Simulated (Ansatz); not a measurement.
C₂H (SMILES [C-]#C), charge -1, singlet, geometry from GFN2-xTB (a gas-phase anion, which may not be bound at this level); B3LYP/pcseg-1 (Ansatz, a program for electronic structure).

The Ansatz input:
Ansatz 0.2 input:
```yaml
crystal:
  periodic: [false, false, false]
  atoms:
    - {symbol: C, position_ang: [-0.00000000, -0.00000000, -0.47996454]}
    - {symbol: C, position_ang: [0.00000000, 0.00000000, 0.74605881]}
    - {symbol: H, position_ang: [-0.00000000, -0.00000000, -1.59656562]}
basis:
  gaussian:
    orbitals: pcseg-1.json
hamiltonian:
  xc: b3lyp
total_charge: -1
accuracy: high
```
The basis file holds pcseg-1 in the JSON format of the Basis Set Exchange.

Output, abridged:

```
Functional definition: B3LYP
668 factors; integrals over basis functions are off by at most 2.9e-9 eV
mean field evaluation 1: about -2086.0061 eV, gradient 1.8e1 eV
mean field evaluation 2: about -2084.4266 eV, gradient 3.0e1 eV
mean field evaluation 4: about -2086.9881 eV, gradient 9.7e-1 eV
mean field evaluation 8: about -2086.9914 eV, gradient 6.5e-4 eV
mean field evaluation 16: about -2086.9914 eV, gradient 8.6e-8 eV
mean field -2086.99138903 eV, -76.6955189331 hartree, gradient 8.6e-8 eV, S^2 0.000000; 0 other end points of the search recorded, 0 dependent functions left out
reference -2086.99141725 eV, -76.6955199702 hartree; 7, 7 occupied and 26, 26 virtual orbitals, 668 factors
Total energy: -2086.99141725 eV, -76.6955199702 hartree
```
